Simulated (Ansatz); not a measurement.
CBCl2N (`N#CB(Cl)Cl`), 5 atoms. Charge 0, multiplicity 1. Hardware: A = 2 threads of an AMD EPYC 7R13 on a shared host; B = 2 threads of an AMD EPYC 7R13 on a shared host and a share of an NVIDIA H100 80 GB. Correlated methods freeze the cores. Open-shell runs search over several starts.

Q: Give the basis size and wall time and peak host memory of each of these runs in Ansatz. UKS PBE-D4/def2-TZVPP energy of the cation [A]; UKS r2SCAN-D4/def2-TZVPP energy of the cation [A]; RKS PBE0-D4/def2-TZVP relaxation (6 steps) [A]; RHF-CCSD(T)/cc-pV(D+d)Z energy [A]; RKS ωB97M-V/def2-SVP energy [A]; RKS PBE0-D4/def2-SVP energy [A]; UKS B3LYP-D4/def2-TZVPP energy of the cation [A]; UHF-CCSD(T)/def2-TZVPP energy of the cation [B]; RHF-CCSD(T)/def2-TZVPP energy [B]; RHF-CCSD(T)/cc-pV(T+d)Z energy [B]; RKS PBE0-D4/def2-TZVP frequencies [A]; RKS BHLYP-D4/def2-TZVPP energy [A]. (Best estimate.)

A: The calculation gave: Other jobs shared the machine, so times are rough.

```tsv
level	job	functions	wall time	peak host memory (GiB)
RKS PBE0-D4/def2-SVP	energy [A]	78	0.96 s	0.36
RHF-CCSD(T)/def2-TZVPP	energy [B]	177	1.7 s	0.82
RHF-CCSD(T)/cc-pV(T+d)Z	energy [B]	168	2.1 s	0.82
RKS BHLYP-D4/def2-TZVPP	energy [A]	177	2.5 s	0.43
RKS ωB97M-V/def2-SVP	energy [A]	78	2.7 s	0.36
RHF-CCSD(T)/cc-pV(D+d)Z	energy [A]	88	3.3 s	0.36
UKS B3LYP-D4/def2-TZVPP	energy of the cation [A]	177	11 s	0.56
UHF-CCSD(T)/def2-TZVPP	energy of the cation [B]	177	11 s	0.88
UKS PBE-D4/def2-TZVPP	energy of the cation [A]	177	12 s	0.49
RKS PBE0-D4/def2-TZVP	relaxation (6 steps) [A]	167	22 s	0.42
UKS r2SCAN-D4/def2-TZVPP	energy of the cation [A]	177	34 s	0.57
RKS PBE0-D4/def2-TZVP	frequencies [A]	167	79 s	0.42
```

B3LYP here is the variant with VWN-RPA as its local correlation; programs differ in this.
